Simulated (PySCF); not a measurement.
**Structure from 2D NMR**

Compound of formula C₆H₁₁NSi₂. Correlations simulated from computed shifts and the bond graph:

HSQC (one-bond C–H):
| δH | δC |
| --- | --- |
| 7.31 | 160.4 |
| 6.83 | 148.7 |
| 6.72 | 161.5 |
| 4.93 | 106.7 |
| 1.87 | 23.2 |

COSY cross peaks (H two or three bonds apart, from the bond graph; peaks can be absent where the dihedral angle is near 90°):
| δH | δH |
| --- | --- |
| 7.31 | 6.83 |
| 7.31 | 4.25 |
| 6.83 | 4.46 |
| 6.72 | 4.93 |
| 6.72 | 1.87 |
| 4.46 | 1.87 |

HMBC (two and three bonds, from the bond graph):
| δH | δC |
| --- | --- |
| 7.31 | 148.7 |
| 6.83 | 160.4, 23.2 |
| 6.72 | 123.2, 106.7, 23.2 |
| 4.93 | 161.5, 123.2, 23.2 |
| 4.46 | 161.5, 160.4, 148.7, 23.2 |
| 4.25 | 160.4, 148.7 |
| 1.87 | 161.5, 148.7, 106.7 |

Carbons without hydrogens: δ 123.2.

Theoretical values (PySCF 2.14.0 with density-fitted response routines): PBE0-D3(BJ)/def2-SVP geometry, shieldings: GIAO PBE0/pcSseg-1. In vacuum, rapidly exchanging positions averaged, a single conformation, non-relativistic Hamiltonian.

Chemical shifts δ = σref − σ; $^{1}$H and $^{13}$C against TMS, all at this level.

Exchangeable hydrogens are left out of these lists.

Which molecule is this?

## Answers

`N#C/C=C/C[SiH2]/C=C\[SiH3]`.

Numbering as in the mapped SMILES `[N:1]#[C:2]/[CH:3]=[CH:4]/[CH2:5][SiH2:6]/[CH:7]=[CH:8]\[SiH3:9]`. Hydrogens are named by the atom that carries them.

- δC 161.5 is C4, an alkene CH (δH 6.72).
- δC 160.4 is C8, an alkene CH (δH 7.31).
- δC 148.7 is C7, an alkene CH (δH 6.83).
- δC 123.2 is C2, a nitrile carbon.
- δC 106.7 is C3, an alkene CH (δH 4.93).
- δC 23.2 is C5, an allylic sp3 CH2 bonded to Si (δH 1.87).
- HMBC from δH 6.72 reaches the proton-free carbon C2.
- HMBC from δH 4.93 reaches the proton-free carbon C2.
- COSY links 7.31–6.83, 7.31–4.25, 6.83–4.46, 6.72–4.93, 6.72–1.87, 4.46–1.87.

The data come from this structure; uniqueness wasn't tested.

Shifts are as computed. Against solution values, carbons near 30 ppm lie about +2 ppm off and those near 130 ppm about +5 ppm. Of 1309 compounds with measured shifts, 239 miss one by over three times the rms of a fit or turn the order of signals round; such compounds aren't used in these exercises.
